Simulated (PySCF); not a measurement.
Static response to an electric field

Species: CH5ClGeS.
SMILES with atom numbers: `[CH3:1][S:2][GeH2:3][Cl:4]` (hydrogens: H5, H6, H7 on C1; H8, H9 on Ge3)

Cartesian coordinates in Å at the PBE0-D3(BJ)/def2-SVP level; atoms count from 1:
```
atom  x, y, z in Å
C1    -1.4470   -0.3244   -0.3287
S2    -0.1292   -0.9343   -1.4290
Ge3    1.5727   -0.8392   -0.0369
Cl4    1.1457   -2.0535    1.7130
H5    -1.5129   -0.9422    0.5773
H6    -2.3866   -0.4115   -0.8905
H7    -1.2916    0.7291   -0.0563
H8     1.7898    0.5787    0.5134
H9     2.7926   -1.4299   -0.7509
```

Level: B3LYP/def2-SVPD (PySCF), static field, nuclei fixed, core orbitals frozen in the response. The polarisability tensor in these axes (au):

```
x   87.15 -3.73  5.73
y   -3.73 70.47 -5.44
z    5.73 -5.44 83.33
```

**Question.** What are the eigenvalues, a third of the trace, and Δα (Δα² = ½Σ(αi − αj)² over the three pairs)?

**Answer.** Principal values 68.34, 79.61 and 93.02 au; mean 80.32 au = 11.90 Å³ = 13.24 × 10⁻⁴⁰ C²·m²/J; Δα = 21.40 au (27 % of the mean).

**Question.** What is the dipole moment, and where does it point?

**Answer.** (-0.38, 1.61, -0.46) D, 1.71 D in size, pointing from the negative to the positive side. Measured along this direction, the outermost atoms are Cl4 at the negative end and H7 at the positive end.

**Question.** Molar refractivity from α?

**Answer.** Lorentz–Lorenz: R = (4π/3)N_A α = 2.5225 cm³/(mol·Å³) × 11.90 Å³ = 30.0 cm³/mol, in the limit of long wavelengths.

**Question.** What would n − 1 = 2πNα be for an ideal gas of these molecules at 500 K and 1 atm, electronic part alone?

**Answer.** N = p/kT = 1.4678 × 10¹⁹ cm⁻³, so n − 1 = 2π × N × 11.90 × 10⁻²⁴ cm³ = 1098 × 10⁻⁶ at long wavelengths, for an ideal gas.

**Question.** Orientational against electronic polarisability at 250 K (dilute gas, rigid molecules)?

**Answer.** In Gaussian units μ²/3kT = 28.28 Å³ against 11.90 Å³, a ratio of 2.38; the Debye molar polarisation (4π/3)N_A(α + μ²/3kT) is 101.4 cm³/mol, leaving out the vibrational part.

**Question.** Give the principal axes and the span of the nuclei along them.

**Answer.** Largest value along (0.76, -0.27, 0.60), where the nuclei span 4.67 Å; middle along (-0.65, -0.18, 0.74), 3.69 Å; least along (0.09, 0.95, 0.31), 2.21 Å. The response follows the extents in order.

**Question.** Traceless (Buckingham) quadrupole moment about the centre of nuclear charge: eigenvalues?

**Answer.** -7.87, -1.02, 8.89 D·Å. The values depend on the origin, since the dipole doesn't vanish. The electronic extent ⟨r²⟩ about the same centre is 842 bohr², a root-mean-square distance of 1.76 Å for the 76 electrons.

The structure is a single PBE0-D3(BJ)/def2-SVP conformer in the gas phase; no vibrational or solvent corrections. The calculation is non-relativistic, for germanium too.
